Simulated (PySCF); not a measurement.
**How methods differ on the ionisation energy of Zr²²⁺**

Zr²²⁺ [Ar] (1S) → Zr²³⁺ [Ne] 3s2 3p5 (2P), as a difference of total energies. Computed with PySCF 2.14 in an uncontracted even-tempered set (17 s from 2.5 bohr⁻², ratio 2.5; 11 p from 3.2 bohr⁻², ratio 2.5; 5 d from 17 bohr⁻², ratio 2.7; 4 f from 25 bohr⁻², ratio 2.7), with the non-relativistic Hamiltonian (point nucleus). Correlated levels: outer shells: 1s2 frozen; virtual orbitals above 40 to 60 times the deepest correlated orbital energy dropped. The calculations carry no spin-orbit coupling.

```
                method  ionisation energy (eV)
                   UHF                  1089.2
                   LDA                  1090.7
                  PBE0                  1090.8
                 TPSSh                  1090.7
                  MN15                  1093.1
    MP2 (outer shells)                  1090.0
SCS-MP2 (outer shells)                  1089.9
```

Task: Estimate what PBE gives.

Result: 1090.6 eV, closest to LDA among the rows shown.

Task: Estimate what r2SCAN gives.

Result: 1091.1 eV, closest to PBE0 among the rows shown.

A first-order spin-orbit estimate (lowest level to lowest level, LS coupling) adds -5.267 eV.

All relativistic terms are absent from these numbers, so their closeness to the reference says little about the methods.

For comparison: 1092 ± 3 eV (semi-empirical (NIST evaluation); NIST Atomic Spectra Database, ionization energies).
